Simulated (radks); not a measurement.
Species: Yb I. Configuration: [Xe] 4f11.5 5d2.5 6s2 (fractional occupations, a model configuration). Calculated with a radial shooting solver on a logarithmic mesh with Libxc functionals: Dirac Kohn-Sham, PBE, spin-unpolarised, spherical densities, point nucleus; open shells are shared between the two j in proportion to 2j + 1.

Spin-orbit splittings of the eigenvalues, e(l+1/2) - e(l-1/2), with zeta = 2 splitting/(2l+1) and mean radii in bohr:

[
 {"shell": "2p", "occ.": "6", "splitting (eV)": "1047", "zeta (eV)": "698.0", "<r> j=l-1/2": "0.06873", "<r> j=l+1/2": "0.07623"},
 {"shell": "3p", "occ.": "6", "splitting (eV)": "222.1", "zeta (eV)": "148.1", "<r> j=l-1/2": "0.2061", "<r> j=l+1/2": "0.2201"},
 {"shell": "3d", "occ.": "10", "splitting (eV)": "48.50", "zeta (eV)": "19.40", "<r> j=l-1/2": "0.1935", "<r> j=l+1/2": "0.1979"},
 {"shell": "4p", "occ.": "6", "splitting (eV)": "50.73", "zeta (eV)": "33.82", "<r> j=l-1/2": "0.4939", "<r> j=l+1/2": "0.5257"},
 {"shell": "4d", "occ.": "10", "splitting (eV)": "9.313", "zeta (eV)": "3.725", "<r> j=l-1/2": "0.5488", "<r> j=l+1/2": "0.5598"},
 {"shell": "4f", "occ.": "11.5", "splitting (eV)": "1.504", "zeta (eV)": "0.4297", "<r> j=l-1/2": "0.6856", "<r> j=l+1/2": "0.6963"},
 {"shell": "5p", "occ.": "6", "splitting (eV)": "7.086", "zeta (eV)": "4.724", "<r> j=l-1/2": "1.296", "<r> j=l+1/2": "1.399"},
 {"shell": "5d", "occ.": "2.5", "splitting (eV)": "0.4782", "zeta (eV)": "0.1913", "<r> j=l-1/2": "2.317", "<r> j=l+1/2": "2.423"}
]
